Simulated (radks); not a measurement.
Results of a calculation; reference values are marked as such.
All-electron atom: Pb64+ in [Ar] (the NIST ground configuration).

Code: a radial shooting solver on a logarithmic mesh with Libxc functionals. Model: Dirac Kohn-Sham, PBE, spin-unpolarised, spherical densities, point nucleus.

Energy parts (hartree):
| part | energy |
|---|---|
| total | -16366.2280 |
| kinetic | 19694.7938 |
| electron-nucleus | -37561.8347 |
| Hartree | 1706.1245 |
| exchange-correlation | -205.3116 |

Orbitals (lengths in bohr, moments of r in powers of bohr):
orbital  occ.  eigenvalue (hartree)  <1/r>      <r>  small-component weight
1s1/2       2             -3420.972  101.5  0.01604                9.80e-02
2s1/2       2             -760.4813  25.30  0.06633                2.29e-02
2p1/2       2             -739.2521  25.17  0.05441                2.29e-02
2p3/2       4             -657.4903  20.14  0.06308                2.03e-02
3s1/2       2             -297.9101  9.957   0.1632                8.80e-03
3p1/2       2             -289.8390  9.863   0.1530                8.71e-03
3p3/2       4             -268.4900  8.499   0.1662                8.00e-03
3d3/2       0             -257.6898  8.364   0.1421                7.79e-03
3d5/2       0             -252.8234  8.060   0.1462                7.61e-03
4s1/2       0             -156.1999  5.147   0.3086                4.46e-03

The highest occupied level is 3p3/2 at -7306.0 eV. Summed over all electrons, <r^2> = 0.2816 bohr^2, which gives a Langevin (diamagnetic) susceptibility term of -0.223 x 10^-6 cm^3/mol. For comparison, the ionisation energy in NIST's Atomic Spectra Database is 7362 eV (theoretical). In exact Kohn-Sham theory the highest level is minus the ionisation energy, but local and semilocal functionals leave it too shallow, through self-interaction and a potential that decays too fast; potentials with the right tail come closer. The density falls to 0.001 e/bohr^3 at r = 0.52 bohr.

Run on one thread of a shared host, so times are rough (Arm Neoverse N1): 0.1 s of CPU time, 0.1 s wall, 13 iterations on 2476 mesh points.
